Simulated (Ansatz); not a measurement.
CH5Al (SMILES [CH3][AlH2]) moved off its minimum; all values from Ansatz (an electronic-structure program), cores frozen in correlated methods.
(charge 0, multiplicity 1)
```xyz
7

Al     0.04108    -0.32707    -0.52465
H     -1.16922    -0.47002    -1.40284
H      1.38206    -0.94860    -1.30380
C     -0.01825     0.77738     1.00813
H     -0.20062     1.80150     1.08573
H      0.93598     0.27733     1.65459
H     -0.97238     0.42568     1.73015
```

```json
[
 {"level": "HF/def2-TZVPP", "largest force (eV/Å)": "6.54", "on atom": "C4", "rms difference from CCSD(T)/cc-pV(T+d)Z (eV/Å)": "0.202", "dipole (D)": "1.35"},
 {"level": "PBE/def2-TZVPP", "largest force (eV/Å)": "5.93", "on atom": "C4", "rms difference from CCSD(T)/cc-pV(T+d)Z (eV/Å)": "0.122", "dipole (D)": "1.39"},
 {"level": "r2SCAN/def2-TZVPP", "largest force (eV/Å)": "6.00", "on atom": "C4", "rms difference from CCSD(T)/cc-pV(T+d)Z (eV/Å)": "0.073", "dipole (D)": "1.42"},
 {"level": "B3LYP/def2-TZVPP", "largest force (eV/Å)": "6.04", "on atom": "C4", "rms difference from CCSD(T)/cc-pV(T+d)Z (eV/Å)": "0.035", "dipole (D)": "1.35"},
 {"level": "wB97M-V/def2-TZVPP", "largest force (eV/Å)": "6.10", "on atom": "C4", "rms difference from CCSD(T)/cc-pV(T+d)Z (eV/Å)": "0.065", "dipole (D)": "1.38"},
 {"level": "MP2/cc-pV(T+d)Z", "largest force (eV/Å)": "6.24", "on atom": "C4", "rms difference from CCSD(T)/cc-pV(T+d)Z (eV/Å)": "0.087", "dipole (D)": "1.40"},
 {"level": "CCSD(T)/cc-pV(T+d)Z", "largest force (eV/Å)": "6.03", "on atom": "C4", "rms difference from CCSD(T)/cc-pV(T+d)Z (eV/Å)": "0.000", "dipole (D)": "1.34"}
]
```

The differences count from one level among others, with limits of its own. Forces at CCSD(T)/cc-pV(T+d)Z (eV/Å):

| atom | Fx | Fy | Fz |
|---|---|---|---|
| Al1 | 1.305 | -0.078 | -1.380 |
| H2 | -1.233 | -0.312 | -0.604 |
| H3 | -0.531 | 0.260 | 0.855 |
| C4 | -0.186 | -4.179 | 4.337 |
| H5 | 0.703 | 1.868 | -0.074 |
| H6 | -2.215 | 2.114 | -1.275 |
| H7 | 2.158 | 0.327 | -1.860 |
